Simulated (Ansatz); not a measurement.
## From F to Br: the dipole moment

One atom is swapped for its congeners: Cd(CH3)F; Cd(CH3)Cl; Cd(CH3)Br. All are singlets with charge 0.

Shapes, held fixed at every level: PBE0-D4/def2-TZVP. Programs: Ansatz 0.2.0. Values in D.

```
               level  Cd(CH3)F  Cd(CH3)Cl  Cd(CH3)Br
   PBE-D4/def2-TZVPP      3.28       3.10       2.98
r2SCAN-D4/def2-TZVPP      3.36       3.22       3.11
 B3LYP-D4/def2-TZVPP      3.41       3.16       3.04
  wB97M-V/def2-TZVPP      3.23       3.05       2.98
```

At wB97M-V/def2-TZVPP the dipole moment falls at every step, from 3.23 to 2.98 D. Every level shows the same order. For atoms past krypton def2 sets carry core potentials with scalar relativity. Relativity is left out for Br unless named.
